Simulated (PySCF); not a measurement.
In(F)2(SMe) (CH3F2InS), SMILES [F][In]([S]C)[F]. Coordinates come from a PBE0-D3(BJ)/def2-SVP optimisation. The structure was generated by enumeration; whether it is a known compound was not checked. The def2 effective core potentials stand for the cores of In; spin–orbit coupling is left out. The values are those of a single conformer.

Give the equilibrium geometry at PBE0-D3(BJ)/def2-SVP (PySCF confirms it by a frequency run) as bond lengths and angles, and its point group. (An estimate is asked for; the answer gives what the named calculation found.)

This is not unique; one that fits is point group Cs.
Atoms: In1 F2 F3 S4 C5 H6 H7 H8. Bonded distances (Å): In1–F2 1.942, In1–F3 1.961, In1–S4 2.359, S4–C5 1.837, C5–H6 1.098, C5–H7 1.098, C5–H8 1.098. Bond angles (°): F2–In1–F3 114.7, F2–In1–S4 132.3, F3–In1–S4 113.1, In1–S4–C5 97.9, S4–C5–H6 111.9, S4–C5–H7 108.3, S4–C5–H8 108.3, H6–C5–H7 109.3, H6–C5–H8 109.3, H7–C5–H8 109.7.
